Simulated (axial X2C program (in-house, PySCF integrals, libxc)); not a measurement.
Worked dissociation energy of LiAg⁺: CCSD, two-component

Calculated with an axial X2C code built on PySCF integrals. Two-component (2c) means X2C with spin–orbit coupling and atomic mean-field two-electron Coulomb and Gaunt terms. Basis: Ag dyall-cv3z [12s12p8d5f3g], Li dyall-cv3z [7s8p2d] (cores contracted in-house); Gaussian nuclei, density fitting, unrestricted open shells. Masses: Ag 106.905 u, Li 7.016 u.

Molecular state: Ω = 1/2 (⟨Sz⟩ = 0.50, ⟨Lz⟩ = 0.00 at HF).

Correlated methods: 11 electrons correlated (number of frozen shells: Ag 4 s, 3 p, 1 d; Li 1 s), 253 virtual spin orbitals or spinors in MP2, 90 natural virtuals in coupled cluster.

| Property | Result |
| --- | --- |
| E(Ag) (2M_J = 1) | -5311.046868 hartree |
| E(Li+) (2M_J = 0) | -7.236943 hartree |
| E(LiAg⁺) at Re | -5318.307707 hartree |
| ωe | 219.4 cm⁻¹ |
| ωexe | 1.52 cm⁻¹ |

Work out De and D0.

De = -5311.046868 + (-7.236943) − (-5318.307707) = 0.02390 hartree = 0.650 eV. The zero-point energy is ωe/2 − ωexe/4 = 109 cm⁻¹ = 0.014 eV, so D0 = 0.637 eV.

Occupations by symmetry block were frozen at the best pattern of an incomplete PBE0 search. De is counted from the lowest determinant-based energies of the atoms at the same level, without counterpoise correction. CCSD ran in a truncated set of natural virtual spinors with an MP2 remainder; without triples it tends to underbind.

Each atomic determinant is the lowest at this level and need not be a pure J level. Totals compare only within one Hamiltonian and basis.
